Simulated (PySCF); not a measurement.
Compound: C7H9O (doublet state).
Structure used (GFN2-xTB), in Å, numbered top down from 1:
```xyz
17
C7H9O angstrom
C      2.7363    0.0805   -0.7229
C      1.8260   -0.7535   -0.2382
C      0.4328   -0.4293    0.0179
C     -0.4833   -1.3380    0.5260
C     -1.8365   -0.7262    0.6869
C     -1.6522    0.7211    0.2002
C     -0.2051    0.7912   -0.1872
O      0.3577    1.9309   -0.6709
H      2.4933    1.0985   -0.9695
H      3.7545   -0.2307   -0.8878
H      2.0961   -1.7742    0.0030
H     -0.2736   -2.3587    0.7812
H     -2.5885   -1.2595    0.0970
H     -2.1703   -0.7637    1.7288
H     -1.8864    1.4477    0.9862
H     -2.3002    0.9489   -0.6538
H     -0.3077    2.6273   -0.7069
```

The hyperfine couplings belong to this conformer and change with its torsions.

As a line formula: `C=CC1=CCC[C]1O` [radical].

Method: PySCF 2.14.0, UKS B3LYP, pcH-1 on C H O, non-relativistic, mean-field spin-orbit, GIAO. One conformer (not necessarily the lowest) at the GFN2-xTB geometry, without solvent, vibrations or thermal averaging. Couplings are sensitive to structure, and on GFN2-xTB geometries they can be far from those on DFT ones. No stability test was run, so a lower SCF solution isn't excluded. ⟨S²⟩ is 0.781 where a pure state has 0.75.

Predict the first-order ENDOR lines of H13/H14, H15/H16, H12, H17, H10, H9 and H11 under fast tumbling at B = 347.9 mT (X band).

ν± = |νn ± a/2|, one line for each electron-spin manifold; νn = |g_N| × 7.62259 MHz/T × B.

```json
{"nuclei": "H13/H14", "isotope": "1H", "g_N": "5.5857", "νn (MHz)": "14.81", "a_iso (MHz)": "62.49", "lower line (MHz)": "16.43", "upper line (MHz)": "46.06"}
{"nuclei": "H15/H16", "isotope": "1H", "g_N": "5.5857", "νn (MHz)": "14.81", "a_iso (MHz)": "62.35", "lower line (MHz)": "16.36", "upper line (MHz)": "45.99"}
{"nuclei": "H12", "isotope": "1H", "g_N": "5.5857", "νn (MHz)": "14.81", "a_iso (MHz)": "-43.20", "lower line (MHz)": "6.79", "upper line (MHz)": "36.41"}
{"nuclei": "H17", "isotope": "1H", "g_N": "5.5857", "νn (MHz)": "14.81", "a_iso (MHz)": "-7.20", "lower line (MHz)": "11.21", "upper line (MHz)": "18.41"}
{"nuclei": "H10", "isotope": "1H", "g_N": "5.5857", "νn (MHz)": "14.81", "a_iso (MHz)": "5.26", "lower line (MHz)": "12.18", "upper line (MHz)": "17.44"}
{"nuclei": "H9", "isotope": "1H", "g_N": "5.5857", "νn (MHz)": "14.81", "a_iso (MHz)": "5.21", "lower line (MHz)": "12.21", "upper line (MHz)": "17.42"}
{"nuclei": "H11", "isotope": "1H", "g_N": "5.5857", "νn (MHz)": "14.81", "a_iso (MHz)": "-4.26", "lower line (MHz)": "12.68", "upper line (MHz)": "16.94"}
```

Which pairs are centred on the nuclear Larmor frequency, and which on half the coupling?

Centred on νn, since |a| < 2νn: H17, H10, H9 and H11. Centred on |a|/2 and split by 2νn: H13/H14, H15/H16 and H12.

Class means assume fast exchange of nuclei equivalent by connectivity; if that motion is slow, each nucleus keeps its own coupling.

The SMILES draws the unpaired electron on C7; the largest computed Mulliken spin population is on C4 (0.65 against 0.53).
